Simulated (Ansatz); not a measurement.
```yaml
crystal:
  periodic: [false, false, false]
  atoms:
    - {symbol: C, position_ang: [1.530523, -5.649162, -0.808814]}
    - {symbol: C, position_ang: [0.223533, -3.074755, -1.140922]}
    - {symbol: C, position_ang: [-0.084798, -1.655121, 1.373385]}
    - {symbol: C, position_ang: [-1.410705, 0.849054, 1.119064]}
    - {symbol: C, position_ang: [0.199965, 2.874528, -0.327687]}
    - {symbol: C, position_ang: [-1.502170, 5.290355, -0.497628]}
    - {symbol: O, position_ang: [2.457452, 3.260710, 0.705744]}
    - {symbol: H, position_ang: [1.784532, -6.450668, -2.693344]}
    - {symbol: H, position_ang: [0.364593, -6.788465, 0.289884]}
    - {symbol: H, position_ang: [3.502103, -5.415242, -0.015712]}
    - {symbol: H, position_ang: [-1.467421, -3.261292, -2.062189]}
    - {symbol: H, position_ang: [1.471192, -1.890991, -2.400535]}
    - {symbol: H, position_ang: [1.772647, -1.304003, 2.264187]}
    - {symbol: H, position_ang: [-1.146525, -2.897718, 2.589967]}
    - {symbol: H, position_ang: [-1.875151, 1.534905, 2.979482]}
    - {symbol: H, position_ang: [-3.270949, 0.598261, 0.101897]}
    - {symbol: H, position_ang: [0.470946, 2.232958, -2.212435]}
    - {symbol: H, position_ang: [-3.285035, 5.148910, -1.494088]}
    - {symbol: H, position_ang: [-0.318772, 6.772476, -1.489284]}
    - {symbol: H, position_ang: [-1.792512, 6.070872, 1.414056]}
    - {symbol: H, position_ang: [2.213351, 3.896010, 2.459246]}
basis:
  gaussian: {orbitals: aug-cc-pVTZ, final_grid: {core_spheres: 5, valence_spheres: 4, degree: 11}}
magnetization: {spin_polarized: true, initial_magnetization: 2}
hamiltonian: {xc: {name: rPW86-PBE}}
output: {forces: true}
```

```sh
$ ansatz run in.yaml --threads 2 --pin off --events-out ev --progress --plain --max-ram 22528MiB --backend cuda --devices 0, --max-vram 18GiB
```

It prints (some lines left out):

```
Functional definition: rPW86-PBE
2297 factors; their error is unknown
mean field evaluation 1: about -8423.9287 eV, gradient 7.1e1 eV
mean field evaluation 2: about -7992.7695 eV, gradient 1.5e2 eV
mean field evaluation 4: about -8332.8277 eV, gradient 1.0e2 eV
mean field evaluation 8: about -8449.6308 eV, gradient 2.1e0 eV
mean field evaluation 16: about -8450.0444 eV, gradient 9.2e-2 eV
mean field evaluation 32: about -8450.0445 eV, gradient 4.0e-6 eV
mean field -8450.04445049 eV, -310.5334059098 hartree, gradient 4.0e-6 eV, S^2 4.201453; 12 other end points of the search recorded, 0 dependent functions left out
reference -8450.04498179 eV, -310.5334254345 hartree; 30, 28 occupied and 614, 616 virtual orbitals, 2297 factors
Total energy: -8450.04498179 eV, -310.5334254345 hartree
Atom 0 at     1.530523    -5.649162    -0.808814 Å, force     0.192662    -1.739982    -0.035254 eV/Å
Atom 1 at     0.223533    -3.074755    -1.140922 Å, force    -1.067206     0.797172    -1.806280 eV/Å
Atom 2 at    -0.084798    -1.655121     1.373385 Å, force     0.338046    -0.885003     1.724382 eV/Å
Atom 3 at    -1.410705     0.849054     1.119064 Å, force    -1.669498     0.256006     1.261585 eV/Å
Atom 4 at     0.199965     2.874528    -0.327687 Å, force     1.165366    -0.464753    -1.287208 eV/Å
Atom 5 at    -1.502170     5.290355    -0.497628 Å, force    -1.092867     1.788072     0.160842 eV/Å
Atom 6 at     2.457452     3.260710     0.705744 Å, force    -1.842872     0.490042     1.421447 eV/Å
Atom 7 at     1.784532    -6.450668    -2.693344 Å, force    -0.408538     1.001478     2.468733 eV/Å
Atom 8 at     0.364593    -6.788465     0.289884 Å, force     1.885799     1.714195    -1.750286 eV/Å
Atom 9 at     3.502103    -5.415242    -0.015712 Å, force    -2.053710    -0.248854    -0.753718 eV/Å
Atom 10 at    -1.467421    -3.261292    -2.062189 Å, force     2.726505     0.318404     1.447291 eV/Å
Atom 11 at     1.471192    -1.890991    -2.400535 Å, force    -1.360913    -1.280161     1.279954 eV/Å
Atom 12 at     1.772647    -1.304003     2.264187 Å, force    -2.207779    -0.492428    -1.018563 eV/Å
Atom 13 at    -1.146525    -2.897718     2.589967 Å, force     1.524567     1.746022    -1.609923 eV/Å
Atom 14 at    -1.875151     1.534905     2.979482 Å, force     0.572595    -1.003975    -2.568642 eV/Å
Atom 15 at    -3.270949     0.598261     0.101897 Å, force     1.858389     0.289879     1.080194 eV/Å
Atom 16 at     0.470946     2.232958    -2.212435 Å, force    -0.208076     0.838142     2.442500 eV/Å
Atom 17 at    -3.285035     5.148910    -1.494088 Å, force     2.280973     0.178448     1.330058 eV/Å
Atom 18 at    -0.318772     6.772476    -1.489284 Å, force    -1.126120    -1.474086     0.935852 eV/Å
Atom 19 at    -1.792512     6.070872     1.414056 Å, force     0.281744    -0.977068    -2.367610 eV/Å
Atom 20 at     2.213351     3.896010     2.459246 Å, force     0.210935    -0.851549    -2.355353 eV/Å
Dipole moment:     0.015251    -0.155611     0.095247 e Å
```

(1) What is wrong with this run?

## Answers

(1) The coordinates are in bohr but typed as ångström. The calculation finished and met its thresholds. The result belongs to that input, not to the molecule as meant.
